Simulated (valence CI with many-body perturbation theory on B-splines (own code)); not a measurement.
# E1 line list for Eu⁵⁸⁺

Level of theory: valence CI with perturbative core correlation (CI+MBPT): three valence electrons over a frozen Dirac-Fock core [He], radial functions for each j: 11 s, 11 p, 9 d, 7 f, 5 g, 2 h, 1 i, with the one-electron correlation potential Σ1, the two-electron term Σ2, the three-electron term Σ3, Breit, model QED; selected CI, second order for the rest (own B-spline code, finite nucleus).

The last digits are not significant, and no measured levels were compared; by estimate large intervals hold to a few tenths of a per cent, small ones and those within an open d or f shell to about a per cent.

Lines 151 to 200 of 276 in falling wavelength, among levels below 8820.6 eV, chosen from the strongest by gf and those to the six lowest levels. Wavelengths and rates use the calculated energies. Electric multipoles are in the length gauge, E1 and E2 with the static RPA response of the core. Weak lines are less certain than strong ones. Lines between different terms over intervals too small for the method are left out, as are lines whose strength nearly cancels. The highest levels of a list are the least certain.

Levels are named by their leading jj configuration (3d3/2^4 stands for four electrons in 3d with j = 3/2), which in mixed levels can hold well under half, so a name can repeat and another be missing. Letters in brackets count levels of one name in rising energy.

| λ vac (Å) | Upper | Lower | A (s⁻¹) | S (a.u.) with core polarisation | S without |
| --- | --- | --- | --- | --- | --- |
| 1.777 | (2p1/2 2p3/2 3d5/2) J=5/2 [b] | (2p1/2 2p3/2^2) J=3/2 | 7.58e+14 | 1.26e-02 | 1.26e-02 |
| 1.776 | (2s 2p1/2 3d3/2) J=3/2 [b] | (2s 2p1/2 2p3/2) J=3/2 [a] | 8.49e+13 | 9.39e-04 | 9.39e-04 |
| 1.775 | (2s 2p3/2 3d5/2) J=5/2 [b] | (2s 2p3/2^2) J=3/2 | 1.13e+15 | 1.88e-02 | 1.88e-02 |
| 1.774 | (2s 2p1/2 3d3/2) J=1/2 | (2s 2p1/2 2p3/2) J=3/2 [a] | 1.82e+13 | 1.00e-04 | 1.00e-04 |
| 1.774 | (2s 2p3/2 3d5/2) J=3/2 [b] | (2s 2p3/2^2) J=3/2 | 2.51e+14 | 2.76e-03 | 2.77e-03 |
| 1.774 | (2s 2p3/2 3d5/2) J=3/2 [b] | (2s 2p3/2^2) J=1/2 | 5.56e+14 | 6.12e-03 | 6.13e-03 |
| 1.773 | (2s 2p1/2 3d5/2) J=7/2 | (2s 2p1/2 2p3/2) J=5/2 | 7.89e+14 | 1.74e-02 | 1.74e-02 |
| 1.772 | (2s 2p3/2 3d5/2) J=3/2 [a] | (2s 2p3/2^2) J=5/2 | 1.09e+14 | 1.20e-03 | 1.20e-03 |
| 1.772 | (2s 2p3/2 3d5/2) J=5/2 [a] | (2s 2p3/2^2) J=5/2 | 5.80e+14 | 9.55e-03 | 9.56e-03 |
| 1.770 | (2s 2p3/2 3d5/2) J=7/2 [a] | (2s 2p3/2^2) J=5/2 | 1.14e+15 | 2.49e-02 | 2.50e-02 |
| 1.770 | (2s 2p1/2 3d5/2) J=5/2 [b] | (2s 2p1/2 2p3/2) J=5/2 | 9.18e+13 | 1.51e-03 | 1.51e-03 |
| 1.770 | (2s 2p1/2 3d5/2) J=3/2 | (2s 2p1/2 2p3/2) J=5/2 | 4.72e+12 | 5.17e-05 | 5.17e-05 |
| 1.769 | (2s 2p1/2 3d5/2) J=5/2 [a] | (2s 2p1/2 2p3/2) J=3/2 [a] | 7.21e+14 | 1.18e-02 | 1.18e-02 |
| 1.768 | (2s^2 3d5/2) J=5/2 | (2s^2 2p3/2) J=3/2 | 8.17e+14 | 1.34e-02 | 1.34e-02 |
| 1.767 | (2s 2p3/2 3d3/2) J=5/2 [b] | (2s 2p3/2^2) J=5/2 | 6.63e+13 | 1.08e-03 | 1.08e-03 |
| 1.761 | (2s 2p1/2 3d5/2) J=5/2 [b] | (2s 2p1/2 2p3/2) J=3/2 [a] | 6.50e+13 | 1.05e-03 | 1.05e-03 |
| 1.761 | (2s 2p1/2 3d5/2) J=3/2 | (2s 2p1/2 2p3/2) J=3/2 [a] | 3.24e+13 | 3.49e-04 | 3.50e-04 |
| 1.757 | (2p1/2^2 3p3/2) J=3/2 | (2s 2p1/2 2p3/2) J=1/2 | 1.55e+13 | 1.66e-04 | 1.66e-04 |
| 1.756 | (2s 2p3/2 3d5/2) J=7/2 [b] | (2s 2p3/2^2) J=5/2 | 2.72e+14 | 5.82e-03 | 5.82e-03 |
| 1.753 | (2s 2p1/2 3p3/2) J=5/2 | (2s^2 2p3/2) J=3/2 | 1.98e+13 | 3.16e-04 | 3.16e-04 |
| 1.733 | (2p1/2^2 3p3/2) J=3/2 | (2s 2p1/2 2p3/2) J=3/2 [a] | 5.53e+11 | 5.68e-06 | 5.69e-06 |
| 1.708 | (2s 2p3/2 3s) J=3/2 [a] | (2s 2p1/2 2p3/2) J=1/2 | 3.03e+12 | 2.98e-05 | 2.97e-05 |
| 1.706 | (2s 2p1/2 3s) J=1/2 [a] | (2s 2p1/2^2) J=1/2 | 1.74e+13 | 8.52e-05 | 8.49e-05 |
| 1.701 | (2s 2p1/2 3s) J=3/2 | (2s 2p1/2^2) J=1/2 | 3.33e+13 | 3.24e-04 | 3.23e-04 |
| 1.700 | (2s 2p3/2 3s) J=5/2 | (2s 2p1/2 2p3/2) J=5/2 | 2.38e+13 | 3.46e-04 | 3.45e-04 |
| 1.695 | (2s 2p1/2 3s) J=1/2 [b] | (2s 2p1/2^2) J=1/2 | 5.35e+12 | 2.57e-05 | 2.56e-05 |
| 1.695 | (2s 2p3/2 3s) J=3/2 [a] | (2s 2p1/2 2p3/2) J=5/2 | 1.91e+13 | 1.84e-04 | 1.83e-04 |
| 1.694 | (2s 2p3/2 3s) J=1/2 | (2s 2p1/2 2p3/2) J=1/2 | 6.33e+12 | 3.04e-05 | 3.03e-05 |
| 1.693 | (2s 2p3/2 3s) J=3/2 [b] | (2s 2p1/2 2p3/2) J=1/2 | 9.77e+12 | 9.36e-05 | 9.32e-05 |
| 1.691 | (2s 2p3/2 3s) J=5/2 | (2s 2p1/2 2p3/2) J=3/2 [a] | 1.65e+13 | 2.36e-04 | 2.35e-04 |
| 1.690 | (2s^2 3s) J=1/2 | (2s^2 2p1/2) J=1/2 | 3.39e+13 | 1.61e-04 | 1.61e-04 |
| 1.686 | (2s 2p3/2 3s) J=3/2 [a] | (2s 2p1/2 2p3/2) J=3/2 [a] | 5.66e+12 | 5.35e-05 | 5.34e-05 |
| 1.680 | (2s 2p3/2 3s) J=3/2 [b] | (2s 2p1/2 2p3/2) J=5/2 | 4.91e+11 | 4.59e-06 | 4.60e-06 |
| 1.674 | (2p1/2^2 3d5/2) J=5/2 | (2s^2 2p3/2) J=3/2 | 4.82e+11 | 6.70e-06 | 6.70e-06 |
| 1.674 | (2s^2 3p3/2) J=3/2 | (2s 2p1/2^2) J=1/2 | 5.96e+12 | 5.52e-05 | 5.51e-05 |
| 1.672 | (2s 2p3/2 3s) J=3/2 [b] | (2s 2p1/2 2p3/2) J=3/2 [a] | 5.50e+11 | 5.07e-06 | 5.07e-06 |
| 1.650 | (2p1/2 2p3/2 3p1/2) J=1/2 | (2s 2p1/2 2p3/2) J=1/2 | 4.44e+13 | 1.97e-04 | 1.97e-04 |
| 1.649 | (2p1/2 2p3/2 3p1/2) J=3/2 [a] | (2s 2p1/2 2p3/2) J=1/2 | 1.32e+14 | 1.17e-03 | 1.17e-03 |
| 1.647 | (2p1/2 2p3/2 3p1/2) J=5/2 | (2s 2p1/2 2p3/2) J=3/2 [b] | 1.90e+14 | 2.51e-03 | 2.51e-03 |
| 1.646 | (2s 2p1/2 3p1/2) J=1/2 [a] | (2s^2 2p1/2) J=1/2 | 9.61e+13 | 4.23e-04 | 4.22e-04 |
| 1.642 | (2s 2p3/2 3p1/2) J=3/2 [a] | (2s^2 2p3/2) J=3/2 | 8.32e+13 | 7.27e-04 | 7.26e-04 |
| 1.641 | (2p1/2 2p3/2 3d3/2) J=3/2 [a] | (2p1/2^2 2p3/2) J=3/2 | 1.29e+14 | 1.13e-03 | 1.13e-03 |
| 1.641 | (2s 2p3/2 3p1/2) J=5/2 | (2s^2 2p3/2) J=3/2 | 2.11e+14 | 2.77e-03 | 2.77e-03 |
| 1.641 | (2s 2p1/2 3p1/2) J=3/2 | (2s^2 2p1/2) J=1/2 | 2.70e+14 | 2.35e-03 | 2.35e-03 |
| 1.638 | (2p1/2 2p3/2 3p1/2) J=3/2 [b] | (2s 2p1/2 2p3/2) J=1/2 | 2.61e+13 | 2.27e-04 | 2.26e-04 |
| 1.637 | (2s 2p3/2 3d3/2) J=3/2 [a] | (2s 2p1/2 2p3/2) J=1/2 | 2.88e+12 | 2.50e-05 | 2.50e-05 |
| 1.637 | (2p1/2^2 3p1/2) J=1/2 | (2s 2p1/2^2) J=1/2 | 7.05e+14 | 3.05e-03 | 3.05e-03 |
| 1.636 | (2p1/2 2p3/2 3p1/2) J=3/2 [a] | (2s 2p1/2 2p3/2) J=5/2 | 1.03e+14 | 8.87e-04 | 8.87e-04 |
| 1.635 | (2s 2p1/2 3d3/2) J=3/2 [a] | (2s 2p1/2^2) J=1/2 | 8.89e+13 | 7.66e-04 | 7.67e-04 |
| 1.635 | (2p1/2 2p3/2 3d3/2) J=5/2 [b] | (2p1/2^2 2p3/2) J=3/2 | 9.21e+14 | 1.19e-02 | 1.19e-02 |
